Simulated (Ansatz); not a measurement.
C3H8SSi can be A, `C=C([SiH3])SC`, or B, `C=CCS[SiH3]`.

Computed with Ansatz on PBE0-D4/def2-TZVP structures; ΔE is electronic, products minus reactants. CCSD(T)/CBS is the MP2 limit (def2-TZVPP, def2-QZVPP) plus CCSD(T) − MP2 in def2-TZVPP, frozen cores. DFT in def2-TZVPP. One conformer a species, not always the lowest.

A:

Z-matrix (Å, degrees):
```
Si
C 1 1.870
H 1 1.487 2 110.8
H 1 1.485 2 107.8 3 -120.4
H 1 1.487 2 111.4 3 120.0
S 2 1.754 1 121.3 3 -51.3
C 2 1.337 1 119.3 3 123.1
C 6 1.798 2 103.4 1 -28.0
H 7 1.084 2 120.9 1 -0.4
H 7 1.087 2 122.2 1 -179.4
H 8 1.091 6 105.6 2 178.8
H 8 1.090 6 111.7 2 -63.0
H 8 1.091 6 111.9 2 61.2
```

B:

```xyz
13

C     1.850    0.411    0.007
C     0.794    0.817   -0.685
C    -0.460    1.318   -0.065
S    -1.907    0.264   -0.460
Si   -1.236   -1.607    0.310
H     1.862    0.440    1.092
H     2.739    0.037   -0.487
H     0.801    0.765   -1.770
H    -0.363    1.399    1.019
H    -0.733    2.300   -0.460
H    -0.213   -2.267   -0.538
H    -2.455   -2.453    0.359
H    -0.680   -1.425    1.678
```

(1) Which isomer does CCSD(T)/CBS put lower? Give the gap. (An estimate is asked.)

(2) Give E(B) − E(A) in kJ/mol with PBE-D4, B2PLYP, CCSD(T)/def2-TZVPP, r2SCAN-D4, MP2/def2-TZVPP, HF/def2-TZVPP, PBE0-D4. (Estimate.)

Largest T1 diagnostic: 0.012.

Answers

(1) The calculation gave: B, by 60.2 kJ/mol.

(2) Ansatz gave: PBE-D4 -53.8, B2PLYP -58.0, CCSD(T)/def2-TZVPP -59.3, r2SCAN-D4 -56.1, MP2/def2-TZVPP -59.0, HF/def2-TZVPP -69.3, PBE0-D4 -58.8. None reverses the order clearly.

From PBE to PBE0 (25 % exact exchange), in def2-TZVPP and without D4, E(B) − E(A) moves by −4.8 kJ/mol. In def2-TZVPP, CCSD(T) changes the Hartree–Fock value by +10.0 kJ/mol (the triples alone add +2.5 kJ/mol) and MP2 by +10.3 kJ/mol.
